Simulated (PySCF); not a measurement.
Computed shifts of a molecule CH₁₀FNSi₃, KT2/pcSseg-1 (PySCF), GIAO, gas phase, atoms alike by connectivity averaged where their shifts nearly agree, in ppm (number of nuclei): ¹³C: -6.2 (1). ²⁹Si: 19.9 (1), -42.6 (1), -72.1 (1). ¹⁵N: 2.4 (1). ¹⁹F: -297.8 (1). ¹H: 6.38 (1), 6.19 (1), 5.98 (1), 4.43 (2), 0.72 (1), 0.65 (3), 0.33 (1). References: ¹³C against TMS (σ = 185.1 ppm); ²⁹Si against TMS (σ = 361.9 ppm); ¹⁵N against NH3 (σ = 266.2 ppm); ¹⁹F against CFCl3 (σ = 127.1 ppm); ¹H against TMS (σ = 31.47 ppm), references at their B3LYP-D3(BJ)/def2-TZVP geometries, non-relativistic. Geometry optimised at PBE-D3(BJ)/def2-SVP. The values are those of a single conformer.

Problem. Which molecule gave these data?
A) F[SiH2][SiH2]CN[SiH3]
B) F[SiH2]CN([SiH3])[SiH3]
C) C[SiH2][Si@H](F)N[SiH3]
D) C[SiH2][Si@@H](N)[SiH2]F

Solution. D, C[SiH2][Si@@H](N)[SiH2]F
